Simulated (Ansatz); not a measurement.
Reaction (formal exchange of groups at the In–O bond): `C[NH][InH][OH]` + `CC(F)C=N` → `C[NH][InH2]` + `CC(O)(F)C=N`

Calculated with Ansatz (gas phase, PBE0-D4/def2-TZVP geometries, no zero-point term in ΔE). CCSD(T)/CBS is the MP2 limit (def2-TZVPP, def2-QZVPP) plus CCSD(T) − MP2 in def2-TZVPP, frozen cores. Functionals use def2-TZVPP. def2 core potentials past Kr. For In outer-core shells are correlated without core-valence functions, which leaves a few kJ/mol of doubt a bond. One conformer a species, not always the lowest.

```json
{"level": "ωB97M-V", "ΔE (kJ/mol)": "57.8"}
{"level": "HF/CBS(def2)", "ΔE (kJ/mol)": "63.6"}
```

**Question.** What does CCSD(T)/CBS give? (Estimate.)

**Answer.** The calculation gave: +73.2 kJ/mol. The listed levels differ from it by -15.4, -9.6 kJ/mol.

Largest T1 diagnostic among the species: 0.016.
